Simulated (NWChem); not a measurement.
# Ionisation of N-methylmethanimine (C₂H₅N)

```
N
C 1 1.2642
H 2 1.1005 1 119.76
H 2 1.1112 3 116.64 1 180.00
C 1 1.4441 2 118.78 3 180.00
H 5 1.1032 1 109.26 2 122.08
H 5 1.1032 6 106.23 1 -117.75
H 5 1.1102 6 108.73 7 -116.87
```
Charge 0, spin multiplicity 1.

The numbers come from NWChem runs, not from measurements. All single points use one geometry, from B3LYP/def2-SVP, a minimum by its harmonic frequencies.

Basis set: def2-SVPD. The species with one electron less has spin multiplicity 2 and keeps the geometry of the parent. Δ marks differences of total energies (open shells unrestricted). −ε marks an orbital energy of the parent. That orbital need not have the symmetry of the hole or added electron in the Δ rows.

B3LYP has NWChem's definition, with VWN1-RPA local correlation. No SCF solution was tested for a lower state.

**Question.** For the first vertical ionisation energy, ΔLC-wPBE (omega 0.3 per bohr) gives 9.81 eV and −ε(HOMO) of BP86 gives 5.95 eV. What do −ε(HOMO) of HF, ΔPBE, −ε(HOMO) of B3LYP give?

**Answer.** −ε(HOMO) of HF: 11.10 eV; ΔPBE: 9.63 eV; −ε(HOMO) of B3LYP: 7.11 eV.
